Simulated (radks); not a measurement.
Q: Excited configurations of the krypton ion Kr+: one electron is placed in a higher orbital outside [Ar] 3d10 4s2 4p4. The ground configuration is [Ar] 3d10 4s2 4p5. Method: scalar-relativistic Kohn-Sham, LDA (Slater exchange, Perdew-Wang correlation), spin-unpolarised, spherical densities, point nucleus; computed with a radial shooting solver on a logarithmic mesh with Libxc functionals. Excitation = E - E(ground); binding = E(ion) - E, where the ion is the core of charge +2; n* = 2/sqrt(2 binding) in atomic units, and the quantum defect is n - n*.

| outer orbital | excitation (eV) | binding (eV) | n* | quantum defect | eigenvalue (eV) | <r> (bohr) |
|---|---|---|---|---|---|---|
| 4f | 21.815 | 3.521 | 3.931 | 0.069 | -2.492 | 8.556 |
| 5s | 14.964 | 10.372 | 2.291 | 2.709 | -7.982 | 4.137 |
| 5p | 17.681 | 7.656 | 2.666 | 2.334 | -5.805 | 5.099 |
| 6s | 20.218 | 5.118 | 3.261 | 2.739 | -4.052 | 8.292 |
| 6p | 21.188 | 4.148 | 3.622 | 2.378 | -3.255 | 9.782 |
| 6f | 23.638 | 1.699 | 5.660 | 0.340 | -1.332 | 22.09 |
| 7s | 22.263 | 3.073 | 4.208 | 2.792 | -2.473 | 13.83 |
| 7p | 22.720 | 2.616 | 4.561 | 2.439 | -2.096 | 15.85 |
| 7f | 24.069 | 1.267 | 6.553 | 0.447 | -1.015 | 30.98 |

Estimate the row for 6d.

A: excitation (eV) 22.544; binding (eV) 2.793; n* 4.415; quantum defect 1.585; eigenvalue (eV) -2.188; <r> (bohr) 13.79. The Delta-SCF ionisation energy is 25.336 eV (NIST Atomic Spectra Database: 24.360 eV, measured). Self-interaction in the functional shifts the binding energies and quantum defects, so they are the method's values and not measured ones. Spin polarisation and multiplet splitting are left out, so open shells lie too high by an amount that depends on their filling.

Beside tabulated values, note that spin-unpolarised runs miss the spin-polarisation part of the exchange energy of open shells.
